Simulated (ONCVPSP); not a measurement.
Ce (Z = 58), ONCV: configuration errors across variants

```json
{"Element": "Ce (Z = 58)", "Generator": "ONCVPSP 4.0.1", "Type": "optimised norm-conserving Vanderbilt (ONCV)", "Functional": "PBE", "Relativity": "scalar-relativistic", "Frozen core": "[Kr] 4d10", "Valence charge": "12", "Reference configuration": "4f1 5s2 5p6 5d1 6s2", "Partial waves": "5s+6s: rc 2.30 bohr, ncon 3, nbas 7, qcut 4.7 1/bohr, 3 projectors, debl 1 Ha; 5p: rc 2.80 bohr, ncon 4, nbas 9, qcut 3.8 1/bohr, 1 projector; 5d: rc 3.10 bohr, ncon 4, nbas 9, qcut 4.9 1/bohr, 3 projectors, debl 1 Ha; 4f: rc 1.40 bohr, ncon 3, nbas 7, qcut 9.9 1/bohr, local", "Local potential": "the f channel", "Core correction": "Teter function, fcfact 6, rcfact 1.3"}
```

All-electron excitation energies from the reference (eV): (1) 4f1 5s2 5p6 5d1 6s1 6.070; (2) 4f1 5s2 5p6 5d1 6s0 17.151; (3) 4f1 5s2 5p6 5d0 6s0 36.330.

1 further variants failed, have other tests or another functional or relativity, and are left out.

A true bound ghost makes a file unfit for plane-wave use even where its test errors are small: the radial tests pick states by their node count and pass the ghost by.

Errors AE − PS in meV (a dash: test not solved or not reliable):

```tsv
change	(1)	(2)	(3)	bound ghosts	GHOST(+) flags above zero
base	-1.8	-7.0	+3.5	s, p	d
all radii but the core radius scaled by about 1.12 (s 2.58, p 3.12, d 3.46, f 1.56 bohr)	-2.2	-10	+2.1	s, p	d
s: qcut 3.5; p: qcut 2.8; d: qcut 3.6; f: qcut 7.4	-2.5	-13	-6.5	none	s, p
```

(1) Give the same row for: d: qcut 2.9.

Answers

(1) -1.9, -9.6, +41; bound ghosts: s, p; GHOST(+) flags above zero: d.
